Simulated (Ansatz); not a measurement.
`C/C=[C](/F)[ZnH]` + `CO[CH2][GaH2]` → `CO[CH2][GaH][ZnH]` + `C/C=C\F`  (formal exchange of groups at a Zn–C bond)

Isolated molecules relaxed with PBE0-D4/def2-TZVP in Ansatz; ΔE leaves out vibrations. CCSD(T)/CBS adds triple-zeta CCSD(T) − MP2 to the extrapolated MP2 energy (def2 sets, frozen cores). Double bonds are as drawn, so ΔE can hold a change between cis and trans. Functionals use def2-TZVPP. B3LYP here is the variant with VWN-RPA as its local correlation; programs differ in this. For Ga, Zn outer-core shells are correlated without core-valence functions, which leaves a few kJ/mol of doubt a bond. Scalar relativity is left out up to krypton. One conformer a species, not always the lowest.

`C/C=[C](/F)[ZnH]`:

```xyz
10

C     0.787   -0.138    1.117
C     0.624    0.685   -0.113
C    -0.333    0.489   -1.013
F    -0.352    1.329   -2.092
Zn   -1.731   -0.859   -0.996
H     0.714    0.475    2.020
H     0.026   -0.922    1.189
H     1.766   -0.626    1.143
H     1.334    1.495   -0.278
H    -2.835   -1.928   -0.978
```

`CO[CH2][GaH2]`:

Cartesian coordinates in Å:
```
C 1.067 0.648 -1.321
O 0.683 -0.072 -0.180
C -0.687 0.097 0.149
Ga -0.791 -1.059 1.768
H 2.128 0.459 -1.494
H 0.496 0.328 -2.203
H 0.913 1.726 -1.178
H -1.329 -0.237 -0.678
H -0.912 1.155 0.343
H -0.409 -0.465 3.171
H -1.157 -2.580 1.623
```

`CO[CH2][GaH][ZnH]`:

Cartesian coordinates in Å:
```
C -0.951 1.308 -0.548
O -0.059 0.561 -1.313
C 1.149 0.310 -0.623
Ga 1.027 -1.082 0.821
Zn -1.037 -2.345 1.234
H -1.866 1.439 -1.127
H -0.541 2.297 -0.295
H -1.200 0.797 0.398
H 1.586 1.249 -0.247
H 1.859 -0.079 -1.363
H 2.406 -1.333 1.568
H -2.373 -3.123 1.495
```

`C/C=C\F`:

```xyz
9

C     0.501    0.156    1.015
C    -0.437   -0.358   -0.020
C    -0.432   -0.026   -1.298
F     0.454    0.841   -1.813
H    -0.043    0.660    1.819
H     1.060   -0.664    1.475
H     1.216    0.861    0.591
H    -1.202   -1.068    0.277
H    -1.117   -0.402   -2.047
```

```
             level  ΔE (kJ/mol)  difference from CCSD(T)/CBS
            PBE-D4        -64.0                         -5.0
         r2SCAN-D4        -57.6                          1.4
           PBE0-D4        -64.5                         -5.5
          B3LYP-D4        -61.8                         -2.8
           ωB97X-V        -51.6                          7.4
           ωB97M-V        -55.4                          3.6
            B2PLYP        -55.8                          3.2
               PBE        -63.7                         -4.7
            r2SCAN        -57.4                          1.6
              PBE0        -64.0                         -5.0
             B3LYP        -61.4                         -2.4
     HF/def2-TZVPP        -60.1                         -1.1
    MP2/def2-TZVPP        -48.2                         10.8
SCS-MP2/def2-TZVPP        -48.6                         10.4
   CCSD/def2-TZVPP        -54.9                          4.1
CCSD(T)/def2-TZVPP        -53.3                          5.7
     HF/def2-QZVPP        -58.4                          0.6
    MP2/def2-QZVPP        -50.9                          8.1
SCS-MP2/def2-QZVPP        -50.7                          8.3
      HF/CBS(def2)        -58.2                          0.8
     MP2/CBS(def2)        -53.9                          5.1
    CCSD/CBS(def2)        -60.6                         -1.6
       CCSD(T)/CBS        -59.0                            0
```

Largest T1 diagnostic among the species: 0.014.

In def2-TZVPP, CCSD(T) changes the Hartree–Fock value by +6.7 kJ/mol (the triples alone add +1.6 kJ/mol) and MP2 by +11.8 kJ/mol.
